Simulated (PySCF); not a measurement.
Mapped SMILES: `[Br:1][c:2]1[cH:3][cH:4][cH:5][n:6][cH:7]1`; H(Xn) means a hydrogen on atom n.

[PySCF: PBE0/pcSseg-1 with gauge-including orbitals; PBE0-D3(BJ)/def2-SVP geometry; a single conformation; non-relativistic; gas phase]

Referencing at the same level of theory: ¹³C (σref 184.41) vs TMS.

Q: Do the ¹³C shifts follow the atomic charges (in e)? Tabulate both.

A: 
```json
{"atoms": "C7", "hybridisation": "sp2", "δ (ppm)": "158.1", "σ para (ppm)": "-220", "Hirshfeld": "+0.01", "IAO": "-0.01", "Mulliken": "+0.28", "ESP-fitted": "+0.77"}
{"atoms": "C5", "hybridisation": "sp2", "δ (ppm)": "153.4", "σ para (ppm)": "-220", "Hirshfeld": "+0.02", "IAO": "-0.01", "Mulliken": "+0.15", "ESP-fitted": "+0.60"}
{"atoms": "C3", "hybridisation": "sp2", "δ (ppm)": "144.7", "σ para (ppm)": "-209", "Hirshfeld": "-0.04", "IAO": "-0.13", "Mulliken": "+0.13", "ESP-fitted": "+0.55"}
{"atoms": "C2", "hybridisation": "sp2", "δ (ppm)": "140.7", "σ para (ppm)": "-214", "Hirshfeld": "-0.01", "IAO": "-0.10", "Mulliken": "-0.34", "ESP-fitted": "-0.72"}
{"atoms": "C4", "hybridisation": "sp2", "δ (ppm)": "129.3", "σ para (ppm)": "-202", "Hirshfeld": "-0.05", "IAO": "-0.17", "Mulliken": "-0.19", "ESP-fitted": "-0.72"}
```

Correlation coefficients of δ with charge over these carbons: Hirshfeld +0.82, IAO +0.94, Mulliken +0.80, ESP-fitted +0.87; with the paramagnetic shielding -0.93. With so few points these coefficients are fragile. Charge is one influence among several: hybridisation and low-lying excitations act through the paramagnetic term.

The calculation has no spin–orbit term, so carbons bonded to Br come out too deshielded (the heavy-atom effect is absent). Shifts are as computed. Against solution values, carbons near 30 ppm lie about +2 ppm off and those near 130 ppm about +5 ppm; carbons on Br a further +13 ppm. Of 1211 compounds with measured shifts, 218 miss one by over three times the rms of a fit or turn the order of signals round; such compounds aren't used in these exercises.
